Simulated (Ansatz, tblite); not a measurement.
Removing an electron: the cluster Li₃Al (the lowest singlet isomer of a short search). The state is a singlet with charge 0. Geometry: PBE0-D4/def2-TZVP. Ansatz, gas phase; energy differences of separate SCF runs; the oxidised species was run as a doublet alone.

| atom | x (Å) | y (Å) | z (Å) |
| --- | --- | --- | --- |
| Al1 | 0.564 | -0.518 | 0.980 |
| Li2 | -2.061 | -1.163 | 0.822 |
| Li3 | 2.245 | 0.981 | -0.525 |
| Li4 | -0.748 | 0.700 | -1.277 |

The xTB rows come from tblite. The structure comes from a short search, and lower isomers may exist.

```
            level  −HOMO (eV)  vertical IE (eV)  −LUMO (eV)  HOMO–LUMO gap (eV)
 PBE-D4/def2-TZVP        3.12              5.02        2.40                0.72
PBE0-D4/def2-TZVP        3.63              4.92        1.70                1.92
```

**Question.** Estimate the rows for GFN1-xTB, GFN2-xTB.

**Answer.** 
| level | −HOMO (eV) | vertical IE (eV) | −LUMO (eV) | HOMO–LUMO gap (eV) |
| --- | --- | --- | --- | --- |
| GFN1-xTB | 9.68 | 11.66 | 8.84 | 0.84 |
| GFN2-xTB | 6.24 | 8.80 | 5.52 | 0.71 |

Run but left out: HF/def2-TZVPP, r2SCAN-D4/def2-TZVP, MP2/def2-TZVPP, CCSD/def2-TZVPP, CCSD(T)/def2-TZVPP, HF/def2-TZVPD, MP2/def2-TZVPD, CCSD/def2-TZVPD, CCSD(T)/def2-TZVPD (singlet: restricted singlet, unstable towards broken spin symmetry); PBE-D4/def2-TZVPD, r2SCAN-D4/def2-TZVPD, PBE0-D4/def2-TZVPD (singlet: restricted singlet, unstable towards broken spin symmetry at other levels and untested here).  Raw xTB energy differences between charge states are shifted by several eV; the methods need an empirical correction for them.
